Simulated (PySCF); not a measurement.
C5H5F, SMILES FC1=CC=CC1. Heavy atoms are numbered as in [F:1][C:2]1=[CH:3][CH:4]=[CH:5][CH2:6]1. Hydrogens are named by the atom that carries them.

Geometry optimised at B3LYP-D3(BJ)/def2-SVP. The values are those of a single conformer.

The numbers are results of ωB97X/def2-TZVP (PySCF), not measurements.

ESP charges are fitted to the potential on shells at 1.4 to 2.0 van der Waals radii. Atomic charges (e), one atom of each kind:

| atom | ESP fit | Mulliken |
|---|---|---|
| F1 | -0.20 | -0.19 |
| C2 | 0.29 | 0.18 |
| C3 (CH) | -0.27 | -0.22 |
| C4 (CH) | -0.16 | -0.10 |
| C5 (CH) | -0.28 | -0.26 |
| C6 (CH2) | -0.17 | -0.11 |
| H on C3 | 0.18 | 0.15 |
| H on C4 | 0.17 | 0.14 |
| H on C5 | 0.17 | 0.14 |
| H on C6 | 0.13 | 0.13 |

Give the Mayer and Wiberg (Löwdin basis) orders of the bonds. (Estimate from the structure and the level; the computed values follow.)


```tsv
bond	Mayer	Wiberg
F1–C2	1.08	1.75
C2–C3	1.81	1.85
C3–C4	1.03	1.25
C4–C5	1.85	1.93
C2–C6	1.05	1.17
C5–C6	0.99	1.19
```
